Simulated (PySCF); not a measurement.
Compound: C7H5NS.
Numbering: `[N:1]#[C:2][S:3][c:4]1[cH:5][cH:6][cH:7][cH:8][cH:9]1`

Definitions: NICS(0) = −σiso at the ring centroid; NICS(1) = −σiso and NICS(1)zz = −σzz at ±1 Å along the ring normal z. Level: GIAO KT2/pcSseg-1 (PySCF, non-relativistic, gas phase) on the PBE0-D3(BJ)/def2-SVP geometry, one conformer.

Ring bond lengths (Å): C4–C5 1.396, C5–C6 1.393, C6–C7 1.394, C7–C8 1.395, C8–C9 1.393, C9–C4 1.396.

Question: What do the NICS probes read (ppm)?

Answer: 
```
             ring                                              type  NICS(0)  NICS(1), two faces  NICS(1)zz, two faces  rms pucker (Å)  centre to ring atoms, mean (Å)
C4–C5–C6–C7–C8–C9  6-membered carbocycle; formal bonds all aromatic     -8.9       -11.2 / -10.9         -27.6 / -26.9            0.00                            1.39
```

Question: What do they say, and how far can they be read as aromaticity?

Answer: 
- C4–C5–C6–C7–C8–C9: mean NICS(1)zz -27.3 ppm, shielded. The ring is flat and has no four-coordinate atom; by the NICS criterion it is aromatic.

Question: What does the geometric index give? HOMA takes Krygowski's 1993 parameters.

Answer: 
- C4–C5–C6–C7–C8–C9: HOMA 0.99 = 1 − EN − GEO, with mean bond length 1.394 Å, EN = α(Ropt − mean)² = 0.011 and GEO = α × variance = 0.000. The geometric and the magnetic index point the same way.

Question: What field does 14.1 T along the ring normal induce along that normal at the second NICS(1) probe listed for ring C4–C5–C6–C7–C8–C9, 1 Å off the ring?

Answer: NICSzz × B0 = -26.9 ppm × 14.1 T = -379 μT, against the applied field.

Question: How do the values depend on the level or the medium?

Answer: 
```csv
level,"NICS(0), C4–C5–C6–C7–C8–C9","mean NICS(1)zz, C4–C5–C6–C7–C8–C9"
"KT2/pcSseg-1, gas",-8.9,-27.3
"PBE0/pcSseg-1, gas",-9.0,-28.4
```

The geometry is the same throughout.

Conformer computed: `[N:1]#[C:2][S:3][c:4]1[cH:5][cH:6][cH:7][cH:8][cH:9]1`: C2–S3–C4–C5 -94°.
